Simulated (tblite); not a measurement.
Species: C₄H₉Cl₂NSi.
Numbering: `[H]/[N:1]=[CH:2]\[CH2:3][CH2:4][SiH2:5][CH:6]([Cl:7])[Cl:8]` (hydrogens: H9 on N1; H10 on C2; H11, H12 on C3; H13, H14 on C4; H15, H16 on Si5; H17 on C6)

Structure optimised with GFN2-xTB, isolated species.

Give the optimised bond lengths and angles.

| bond | length (Å) | order |
| --- | --- | --- |
| N1=C2 | 1.252 | double |
| C2–C3 | 1.498 | single |
| C3–C4 | 1.531 | single |
| C4–Si5 | 1.898 | single |
| Si5–C6 | 1.926 | single |
| C6–Cl7, C6–Cl8 | 1.775 | single |
| N1–H9 | 1.021 | single |
| C2–H10 | 1.087 | single |
| C3–H11, C3–H12 | 1.094 | single |
| C4–H13, C4–H14 | 1.092 | single |
| Si5–H15, Si5–H16 | 1.464 | single |
| C6–H17 | 1.087 | single |

Bonds in one row agree within 0.01 Å and their mean is given. Orders are formal, as drawn. A selection of angles:
| angle | degrees |
| --- | --- |
| N1–C2–C3 | 128.5 |
| C2–C3–C4 | 111.0 |
| C3–C4–Si5 | 112.3 |
| C4–Si5–C6 | 106.9 |
| Si5–C6–Cl7 | 109.2 |
| Cl7–C6–Cl8 | 109.8 |
| H9–N1–C2 | 114.9 |

Torsions: N1–C2–C3–C4 -124° (anticlinal); C2–C3–C4–Si5 63° (synclinal); C3–C4–Si5–C6 -175° (antiperiplanar); C4–Si5–C6–Cl7 60° (synclinal); H9–N1–C2–C3 0° (synperiplanar). The mirror-image conformer, all signs reversed, is as good.

Si5 (SiH2 silicon) is distorted tetrahedral (angles from 106.0° to 113.3°). The 2 C–Si bonds span 1.898 Å (C4–Si5, drawn single) to 1.926 Å (Si5–C6, drawn single), a spread of 0.028 Å. Of the pairs four or more bonds apart, H9···H11 is among the closest relative to their van der Waals radii: 2.36 Å, 98 % of the sum of Bondi's values. The 2 C–C bonds span 1.498 Å (C2–C3, drawn single) to 1.531 Å (C3–C4, drawn single), a spread of 0.033 Å.

Point group: C1 (no symmetry element, even within 0.4 Å). Its GFN2-xTB frequencies are all real (lowest 21 cm⁻¹). One conformer, not necessarily the lowest.

On Arm Neoverse N1, one thread, no GPU, shared host with 64 logical CPUs at a one-minute load of 61, this took 1.8 s. That covers the optimisation of the geometry.

The numbers are calculated, not measured.
